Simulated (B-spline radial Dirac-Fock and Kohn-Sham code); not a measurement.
## V: L3-M23M23 lines in intermediate coupling

System: the free vanadium atom in the configuration [Ar] 3d3 4s2.

Calculated with a B-spline atomic structure program, using multi-electron Dirac-Fock with separately optimised hole states, Breit and Lamb-shift corrections added in first order. The two-hole levels come from diagonalising the Coulomb interaction among the jj configurations; intensities are independent-particle Coulomb rates. Kinetic energies are from the vacuum level. Electron correlation is not included. Open outer shells are spectators and are not coupled to the holes.

```
kinetic energy (eV)  J  leading jj holes (weight)  leading LS term (weight)
              401.7  0                M3M3 (0.56)                ¹S0 (0.99)
              406.4  2                M2M3 (0.77)                ¹D2 (0.99)
              409.0  0                M2M2 (0.56)                ³P0 (0.99)
              409.2  1                M2M3 (1.00)                ³P1 (1.00)
              409.8  2                M3M3 (0.77)                ³P2 (0.99)
```

The intensity is shared as follows: 406.4 eV 38.2 %, 409.8 eV 35.9 %, 409.2 eV 12.2 %, 401.7 eV 9.8 %, 409.0 eV 4.0 %.

The strongest line, by its leading LS label ¹D2, lies at 406.4 eV. The mean weight of the leading component is 0.73 in jj and 0.99 in LS coupling, so LS labels describe these levels better.
